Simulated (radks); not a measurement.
Results of a calculation; reference values are marked as such.
Question: These are the eigenvalues of the occupied orbitals of an atom or ion with whole-number occupations (Ry). Code: a radial shooting solver on a logarithmic mesh with Libxc functionals. Model: scalar-relativistic Kohn-Sham, PBE, spin-unpolarised, spherical densities, point nucleus.

orbital  eigenvalue
1s        -410.0605
2s        -59.45020
2p        -52.23190
3s        -17.85384
3p        -15.77953

Which element is it, and in what charge state? The configuration may be excited.

Answer: Z = 23, vanadium, charge +9: V9+ in [Ne] 3s2 3p2. The list shows which subshells hold electrons but not how many an open one holds; the 1s level, -205.03 hartree, gives Z - s = 20.2 by -(Z - s)^2/2, which with screening and relativity narrows Z to a few neighbours, and the depths of the outer levels then fix element, charge and occupations together.
